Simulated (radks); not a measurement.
Spin polarisation of the 4s1 shell in Zn+. Start: [Ar] 3d10 4s(up 0.5, down 0.5); electrons of 4s are moved from spin down to spin up, other shells keep equal spins. Method: scalar-relativistic Kohn-Sham, BLYP, spin-polarised, spherical densities, finite nucleus; Fermi nuclear charge, rms radius of each element as measured or else 0.836 A^(1/3) + 0.57 fm; computed with a radial shooting solver on a logarithmic mesh with Libxc functionals.

| moment (Bohr magnetons) | E - E(0) (eV) | e(4s up) (eV) | e(4s down) (eV) | 3d down minus up (eV) |
|---|---|---|---|---|
| 0 | 0.000 | -14.127 | -14.127 | 0.000 |
| 0.25 | -0.015 | -14.241 | -14.005 | 0.046 |
| 0.5 | -0.059 | -14.345 | -13.880 | 0.092 |
| 0.75 | -0.130 | -14.438 | -13.759 | 0.138 |
| 1 | -0.228 | -14.520 | -13.640 | 0.182 |

At moment 1 the spin-polarisation energy is -0.228 eV and the 4s exchange splitting 0.881 eV, that is 0.881 eV per Bohr magneton; E = -I m^2/4 would give I = 0.912 eV.
